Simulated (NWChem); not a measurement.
System: C₃H₄F₂; SMILES FC(F)=CC

Here is an NWChem input.

```
start job
memory heap 200 mb stack 900 mb global 1100 mb
geometry units angstroms noautoz
  C      0.015505     2.004529     0.000000
  C     -0.682719     0.678903     0.000000
  C     -0.054146    -0.504006     0.000000
  F      1.267404    -0.665369     0.000000
  F     -0.659757    -1.686368     0.000000
  H     -0.262310     2.607643    -0.890643
  H      1.115615     1.885260     0.000000
  H     -0.262310     2.607643     0.890643
  H     -1.781984     0.635989     0.000000
end
basis spherical
  * library 6-31+g*
end
dft
  xc hfexch
  iterations 150
  vectors input atomic output neutral.movecs
end
task dft energy
charge 1
dft
  odft
  mult 2
  vectors input atomic output cation.movecs
end
task dft energy
charge -1
dft
  odft
  mult 2
  vectors input atomic output anion.movecs
end
task dft energy
```

NWChem printed, in part:

```
             Northwest Computational Chemistry Package (NWChem) 7.3.0
             --------------------------------------------------------

 CS  symmetry detected

                             Geometry "geometry" -> ""
                             -------------------------

 Output coordinates in angstroms (scale by  1.889725989 to convert to a.u.)

  No.       Tag          Charge          X              Y              Z
 ---- ---------------- ---------- -------------- -------------- --------------
    1 C                    6.0000     0.01477099     2.01335815     0.00000000
    2 C                    6.0000    -0.68214100     0.68704192     0.00000000
    3 C                    6.0000    -0.05239784    -0.49524454     0.00000000
    4 F                    9.0000     1.26931118    -0.65529982     0.00000000
    5 F                    9.0000    -0.65683863    -1.67820520     0.00000000
    6 H                    1.0000    -0.26364065     2.61619696    -0.89064300
    7 H                    1.0000     1.11499846     1.89517774     0.00000000
    8 H                    1.0000    -0.26364065     2.61619696     0.89064300
    9 H                    1.0000    -1.78136300     0.64304025     0.00000000

 Effective nuclear repulsion energy (a.u.)     173.0872381471

      Symmetry information
      --------------------

 Group name             Cs
 Group number              2
 Group order               2
 No. of unique centers     8

  xc_inp: hfexch multiplicative factor not found.

                                 NWChem DFT Module
                                 -----------------

 Summary of "ao basis" -> "ao basis" (spherical)
 ------------------------------------------------------------------------------
       Tag                 Description            Shells   Functions and Types
 ---------------- ------------------------------  ------  ---------------------
 C                          6-31+g*                  8       18   4s3p1d
 F                          6-31+g*                  8       18   4s3p1d
 H                          6-31+g*                  2        2   2s

      Symmetry analysis of basis
      --------------------------

        a'         71
        a"         27

            General Information
            -------------------
          SCF calculation type: DFT
          Wavefunction type:  closed shell.
          No. of atoms     :     9
          No. of electrons :    40
           Alpha electrons :    20
            Beta electrons :    20
          Charge           :     0
          Spin multiplicity:     1
          Use of symmetry is: on ; symmetry adaption is: on
          Maximum number of iterations: 150
          AO basis - number of functions:    98
                     number of shells:    48
          Convergence on energy requested:  1.00D-06
          Convergence on density requested:  1.00D-05
          Convergence on gradient requested:  5.00D-04

              XC Information
              --------------
                     Hartree-Fock (Exact) Exchange  1.000

      Superposition of Atomic Density Guess
      -------------------------------------

 Sum of atomic energies:        -313.73991662

      Non-variational initial energy
      ------------------------------

 Total energy =    -315.981833
 1-e energy   =    -775.106121
 2-e energy   =     286.037050
 HOMO         =      -0.247171
 LUMO         =       0.053618

      Symmetry analysis of molecular orbitals - initial
      -------------------------------------------------

  Numbering of irreducible representations:

     1 a'          2 a"

  Orbital symmetries:

     1 a'          2 a'          3 a'          4 a'          5 a'
     6 a'          7 a'          8 a'          9 a'         10 a'
    11 a'         12 a"         13 a'         14 a"         15 a'
    16 a'         17 a"         18 a'         19 a'         20 a"
    21 a'         22 a'         23 a"         24 a'         25 a"
    26 a'         27 a'         28 a"         29 a'         30 a"

   convergence    iter        energy       DeltaE   RMS-Dens  Diis-err
 ---------------- ----- ----------------- --------- --------- ---------
 d= 0,ls=0.0,diis     1   -314.6874961210 -4.88D+02  7.14D-03  7.50D-01
 d= 0,ls=0.0,diis     2   -314.7591167696 -7.16D-02  2.93D-03  2.21D-01
 d= 0,ls=0.0,diis     3   -314.7805772487 -2.15D-02  1.18D-03  6.56D-03
 d= 0,ls=0.0,diis     4   -314.7819417593 -1.36D-03  2.99D-04  3.77D-04
 d= 0,ls=0.0,diis     5   -314.7820310080 -8.92D-05  1.63D-04  5.80D-05
  Resetting Diis
 d= 0,ls=0.0,diis     6   -314.7820483931 -1.74D-05  4.82D-05  4.91D-06
 d= 0,ls=0.0,diis     7   -314.7820502128 -1.82D-06  1.31D-05  9.24D-07
 d= 0,ls=0.0,diis     8   -314.7820503642 -1.51D-07  4.42D-06  1.78D-07

         Total DFT energy =     -314.782050364184
      One electron energy =     -777.317258648736
           Coulomb energy =      326.507823016392
    Exchange-Corr. energy =      -37.059852878981
 Nuclear repulsion energy =      173.087238147141

 Numeric. integr. density =        0.000000000000

                  Occupations of the irreducible representations
                  ----------------------------------------------

                     irrep           alpha         beta
                     --------     --------     --------
                     a'               16.0         16.0
                     a"                4.0          4.0

                       DFT Final Molecular Orbital Analysis
                       ------------------------------------

[...]
```

Level: Hartree-Fock/6-31+G* (spherical d), vertical spin-unrestricted ions. The geometry was optimised at PBE-D3(BJ)/def2-SVP.
